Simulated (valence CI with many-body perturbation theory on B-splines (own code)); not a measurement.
**Pb⁵¹⁺: calculated level list**

Computed by relativistic CI+MBPT: three valence electrons over a frozen Dirac-Fock core [Ar] 3d10, radial functions for each j: 11 s, 11 p, 9 d, 7 f, 5 g, 2 h, 1 i, with the one-electron correlation potential Σ1, the two-electron term Σ2, the three-electron term Σ3, Breit, model QED; selected CI, second order for the rest (own B-spline code, finite nucleus).

The last digits are not significant, and no measured levels were compared; by estimate large intervals hold to a few tenths of a per cent, small ones and those within an open d or f shell to about a per cent.

Levels 46 to 68 of 68, with energies above the lowest level, (4s^2 4p1/2) J=1/2. "Leading %" is the weight of the configuration and term that name the level; weights of strongly mixed levels are sums over their largest components and can fall short. In the jj column 3d3/2^4 stands for four electrons in 3d with j = 3/2.

| No. | Configuration | Term | J | E (× 10³ cm⁻¹) | Leading % | Second component | Leading jj | g |
| --- | --- | --- | --- | --- | --- | --- | --- | --- |
| 46 | 4s4p4f | ²D | 5/2 | 5697.9 | 26 | 22 % 4s4p4f ²F | 4s 4p1/2 4f5/2 (95 %) | 1.044 |
| 47 | 4s4p4f | ⁴D | 7/2 | 5700.0 | 35 | 25 % 4s4p4f ⁴F | 4s 4p1/2 4f7/2 (96 %) | 1.207 |
| 48 | 4s4p4f | ⁴F | 3/2 | 5705.5 | 52 | 35 % 4s4p4f ²D | 4s 4p1/2 4f5/2 (97 %) | 0.635 |
| 49 | 4s4p4f | ²G | 9/2 | 5761.9 | 36 | 34 % 4s4p4f ⁴G | 4s 4p1/2 4f7/2 (98 %) | 1.190 |
| 50 | 4s4p4f | ²G | 7/2 | 5780.9 | 39 | 25 % 4s4p4f ²F | 4s 4p1/2 4f7/2 (96 %) | 1.077 |
| 51 | 4s4p4f | ²D | 5/2 | 5792.0 | 37 | 32 % 4s4p4f ²F | 4s 4p1/2 4f7/2 (92 %) | 1.056 |
| 52 | 4p²4d | ²F | 5/2 | 6044.2 | 52 | 37 % 4p²4d ⁴F | 4p1/2 4p3/2 4d3/2 (94 %) | 0.946 |
| 53 | 4p²4d | ⁴F | 3/2 | 6063.0 | 40 | 25 % 4p²4d ⁴D | 4p1/2 4p3/2 4d3/2 (98 %) | 0.911 |
| 54 | 4p²4d | ⁴D | 1/2 | 6065.6 | 81 | 15 % 4p²4d ²P | 4p1/2 4p3/2 4d3/2 (99 %) | 0.164 |
| 55 | 4p²4d | ²G | 7/2 | 6118.7 | 45 | 26 % 4p²4d ²F | 4p1/2 4p3/2 4d3/2 (88 %) | 1.040 |
| 56 | 4p³ | ²P° | 3/2 | 6150.0 | 49 | 28 % 4p³ ²D° | 4p3/2^3 (94 %) | 1.287 |
| 57 | 4p²4d | ²D | 3/2 | 6216.6 | 41 | 26 % 4p²4d ²P | 4p1/2 4p3/2 4d3/2 (95 %) | 1.151 |
| 58 | 4p²4d | ⁴P | 1/2 | 6236.0 | 36 | 34 % 4p²4d ²P | 4p1/2 4p3/2 4d3/2 (95 %) | 1.742 |
| 59 | 4p²4d | ²D | 5/2 | 6236.7 | 32 | 21 % 4p²4d ⁴P | 4p1/2 4p3/2 4d3/2 (85 %) | 1.189 |
| 60 | 4p²4d | ⁴D | 7/2 | 6347.9 | 48 | 35 % 4p²4d ⁴F | 4p1/2 4p3/2 4d5/2 (98 %) | 1.306 |
| 61 | 4p²4d | ²G | 9/2 | 6378.2 | 61 | 34 % 4p²4d ⁴F | 4p1/2 4p3/2 4d5/2 (94 %) | 1.181 |
| 62 | 4p²4d | ²P | 3/2 | 6404.9 | 49 | 26 % 4p²4d ⁴P | 4p1/2 4p3/2 4d5/2 (96 %) | 1.361 |
| 63 | 4p²4d | ²D | 5/2 | 6417.1 | 39 | 30 % 4p²4d ²F | 4p1/2 4p3/2 4d5/2 (94 %) | 1.126 |
| 64 | 4p²4d | ²F | 7/2 | 6511.1 | 55 | 19 % 4p²4d ²G | 4p1/2 4p3/2 4d5/2 (88 %) | 1.105 |
| 65 | 4p²4d | ⁴P | 5/2 | 6520.9 | 34 | 32 % 4p²4d ²D | 4p1/2 4p3/2 4d5/2 (90 %) | 1.232 |
| 66 | 4p²4d | ²D | 3/2 | 6539.9 | 60 | 16 % 4p²4d ²P | 4p1/2 4p3/2 4d5/2 (94 %) | 0.913 |
| 67 | 4p²4d | ²P | 1/2 | 6545.4 | 56 | 35 % 4p²4d ²S | 4p1/2 4p3/2 4d5/2 (95 %) | 1.175 |
| 68 | 4s4d² | ⁴F | 3/2 | 6626.9 | 78 | 16 % 4s4d² ²D | 4s 4d3/2^2 (94 %) | 0.496 |
